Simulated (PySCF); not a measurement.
**Static response to an electric field**

Compound: C4H5FO2S.
Geometry (GFN2-xTB, Å), atoms numbered from 1 in this order:
```
atom  x, y, z in Å
O1    -0.5330    1.1273    1.9107
S2    -0.5896    1.0797    0.4816
O3    -1.2254    2.1685   -0.2007
C4    -1.2705   -0.5362   -0.0664
C5    -0.0439   -1.3581   -0.1776
C6     1.1013   -0.6923   -0.2442
F7     2.2924   -1.3128   -0.2987
C8     1.0963    0.7865   -0.1947
H9    -1.9757   -0.9211    0.6646
H10   -1.7692   -0.3568   -1.0161
H11   -0.0892   -2.4346   -0.1619
H12    1.1347    1.2620   -1.1717
H13    1.8675    1.1882    0.4574
```

Level: PBE0/def2-SVPD (PySCF), static field, nuclei fixed, core orbitals frozen in the response. The polarisability tensor in these axes (au):

```
x   75.59 -0.75 -2.33
y   -0.75 74.00  2.48
z   -2.33  2.48 58.66
```

**Question.** Diagonalise the tensor; give its mean and Δα, where Δα² is half the sum of the squared differences of the eigenvalues.

**Answer.** Principal values 58.00, 73.81 and 76.45 au; mean 69.42 au = 10.29 Å³ = 11.45 × 10⁻⁴⁰ C²·m²/J; Δα = 17.28 au (25 % of the mean).

**Question.** What is the dipole moment, and where does it point?

**Answer.** (0.54, -2.87, -2.16) D, 3.63 D in size, pointing from the negative to the positive side. Measured along this direction, the outermost atoms are O1 at the negative end and H11 at the positive end.

**Question.** Along which axes do the principal values lie, and how far do the nuclei extend along each?

**Answer.** Largest value along (0.88, -0.45, -0.18), where the nuclei span 4.66 Å; middle along (0.47, 0.88, 0.07), 4.15 Å; least along (0.12, -0.15, 0.98), 2.84 Å. The response follows the extents in order.

**Question.** Rayleigh depolarisation ratio (linearly polarised light, static tensor)?

**Answer.** ρ = 3Δα²/(45ᾱ² + 4Δα²) = 896.1/(216864 + 1194.8) = 0.00411.

**Question.** Find the Langevin capture rate constant for H3+ (3.023 u) meeting this molecule (135.999 u), k = 2.342 × 10⁻⁹ cm³/s × √(α in Å³ / reduced mass in u).

**Answer.** The reduced mass is 2.96 u, so k = 4.37 × 10⁻⁹ cm³/s. The formula leaves out the permanent dipole, which adds to the capture rate.

**Question.** In TDDFT the mean static polarisability is Σ f/ω² over all singlet excitations (ω in hartree). How much of it do the 8 lowest give? Their energies (eV) and oscillator strengths: 6.83, 0.0379; 6.88, 0.0972; 7.13, 0.0039; 7.25, 0.0009; 7.40, 0.0017; 7.68, 0.0014; 7.88, 0.0016; 7.90, 0.0037.

**Answer.** They add up to 2.30 au, 3.3 % of the 69.42 au; the largest single term is 1.52 au, from the state at 6.88 eV. Terms in order: 0.60, 1.52, 0.06, 0.01, 0.02, 0.02, 0.02, 0.04 au. Higher excitations give the rest. The strengths listed sum to 0.148.

**Question.** Refractivity n − 1 of an ideal gas of it at 350 K and 1 atm, from the electronic α?

**Answer.** N = p/kT = 2.0968 × 10¹⁹ cm⁻³, so n − 1 = 2π × N × 10.29 × 10⁻²⁴ cm³ = 1355 × 10⁻⁶ at long wavelengths.

Isolated species at its GFN2-xTB geometry (one conformer only).

These values come from a run that also computed excited states. Rough CPU time on one thread of a shared machine: about 1.9 min (with the writing of density and orbital grids).
